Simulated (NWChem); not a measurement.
InH3S; SMILES [InH2][SH]

Results from NWChem. Geometry: optimised at PBE0/def2-SVP. def2 effective core potentials on In; no spin-orbit coupling. LC-ωPBE (HJS hole) with def2-SVP; x = 1 − exp(−ω/0.25 bohr⁻¹) is a scale chosen for this fit.

| row | x | −ε(HOMO) (eV) |
|---|---|---|
| ω = 0.10 | 0.330 | 7.56 |
| ω = 0.15 | 0.451 | 8.16 |
| ω = 0.35 | 0.753 | withheld |
| ω = 0.50 | 0.865 | 10.29 |

Task: Fit a straight line of the last column on the one before it, predict the withheld value, and compare with the run.

Result: 
1. Means of the 3 shown rows: x = 0.5487, y = 8.670. Slope Σ(x − x̄)(y − ȳ)/Σ(x − x̄)² = 0.8050/0.1574 = 5.114; intercept 5.864.
2. The shown rows scatter about the line by 0.008 (root mean square); the largest residual is -0.01, at ω = 0.15.
3. At x = 0.753 (ω = 0.35; inside the shown range) the line gives 9.71.
4. The run gives 9.71, 0.00 from the line.
